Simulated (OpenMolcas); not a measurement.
## Te II: effect of correlating more closed shells

| Quantity | Value |
| --- | --- |
| Program | OpenMolcas |
| Basis | ANO-RCC-VTZP [7s6p4d2f1g] |
| Scalar Hamiltonian | DKH2, point nucleus |
| Active space | 3 electrons in 3 orbitals (5p) |
| State averaging | 2S+1 = 4 odd, 1 root; 2S+1 = 2 odd, 8 roots |
| Spin-orbit coupling | RASSI with atomic mean-field integrals over the reference wave functions, term energies averaged over their components |

Methods on the same reference wave functions:
A. CASSCF
B. SS-CASPT2, IPEA 0.25 Eh, imaginary shift 0.1 Eh (closed shells correlated: 5s)
C. SS-CASPT2, IPEA 0.25 Eh, imaginary shift 0.1 Eh (closed shells correlated: 4d 5s)
D. SS-CASPT2, IPEA 0.25 Eh, imaginary shift 0.1 Eh (closed shells correlated: 4s 4p 4d 5s)

Energies in cm-1 above 5s2 5p3 4S* 3/2, the measured ground level; measured values from NIST Handbook of Basic Atomic Spectroscopic Data.

| Level | A | B | C | D | Measured |
| --- | --- | --- | --- | --- | --- |
| 5s2 5p3 4S* 3/2 | 0.0 | 0.0 | 0.0 | 0.0 | 0.0 |
| 5s2 5p3 2D* 3/2 | 14484 | 11480 | 11330 | 11170 | 10222 |
| 5s2 5p3 2D* 5/2 | 16167 | 13260 | 13120 | 12980 | 12422 |
| 5s2 5p3 2P* 1/2 | 26350 | 22270 | 21990 | 21730 | 20547 |
| 5s2 5p3 2P* 3/2 | 28746 | 24910 | 24660 | 24420 | 24032 |

Deviations, from unrounded energies. A percentage is the sum of absolute deviations over the sum of measured energies, with the sign that they share, or ± where signs differ.

| Against measurement | Levels | A | B | C | D |
| --- | --- | --- | --- | --- | --- |
| mean absolute deviation (cm-1) | 4 | 4600 | 1200 | 970 | 770 |
| other terms of the ground configuration (%) | 4 | +27.6 | +7.0 | +5.8 | +4.6 |

D lies closest to measurement on these levels and A furthest from it. The largest miss of D in the table is 5s2 5p3 2P* 1/2, by +1200 cm-1. The ranking rests on the paired levels alone, and a cruder setting can come out closer through cancelling errors.

Among B to D the level of the table that moves most is 5s2 5p3 2P* 1/2, by 540 cm-1 (lowest in D, highest in B). Moves below CASPT2's spread within the term are not significant.

From A to B the spin-free energies of the other terms of 5s2 5p3 shown, above 4S*, scale by factors of 0.80 to 0.83.

The lowest spin-free term lies below A's lowest term by 0.061 hartree in B, 0.508 hartree in C, 0.669 hartree in D.

What an inner shell adds also hangs on whether the basis holds functions to correlate it.

CASPT2 breaks the degeneracy within a term, and the mean is taken; among the terms shown or strongly mixed into the levels shown the widest spread is 110 cm-1 (5s2 5p3 2D*, D). With the s shell closed, the reference lacks s² → p² mixing. Computed and measured levels are paired by configuration, term and J; levels that our copy of the source lacks, or whose pairing is in doubt (as where it misses far off the trend of its configuration), stay unpaired and out of the deviations. Levels of configurations outside the active space are missing.

* marks odd parity.
